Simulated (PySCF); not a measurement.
Isomers of C4H10O2Si. Level of theory: PySCF 2.14.0, density-fitted response routines, TDDFT CAM-B3LYP/def2-SVPD, vertical, gas phase, core orbitals frozen in the response. Geometries: GFN2-xTB; one conformer of each isolated species. Triplets are in the Tamm–Dancoff approximation.

Question: Rank by computed lowest singlet excitation energy, highest first.
A. `C=C(O[SiH2]O)CC`
B. `C=CO[Si@@H](C)OC`
C. `CCC(=O)[SiH2]OC`
D. `C([C@@H]1O[SiH2]OC1)C`

Answer: D (7.19 eV), B (6.55 eV), A (6.37 eV), C (3.52 eV).

| SMILES | S1 (eV) | LUMO (eV) | f (S1) | gap (eV) | α (au) | S1 mainly |
| --- | --- | --- | --- | --- | --- | --- |
| CC[C@H]1CO[SiH2]O1 | 7.19 | 1.21 | 0.001 | 10.61 | 75.1 | H-1→L+1 (68%) |
| C=CO[Si@@H](C)OC | 6.55 | 1.16 | 0.020 | 9.30 | 82.1 | H→L+1 (70%) |
| C=C(CC)O[SiH2]O | 6.37 | 0.81 | 0.055 | 9.02 | 80.1 | H→L (89%) |
| CCC(=O)[SiH2]OC | 3.52 | 0.09 | 0.001 | 8.21 | 80.2 | H→L (95%) |

H and L stand for HOMO and LUMO.
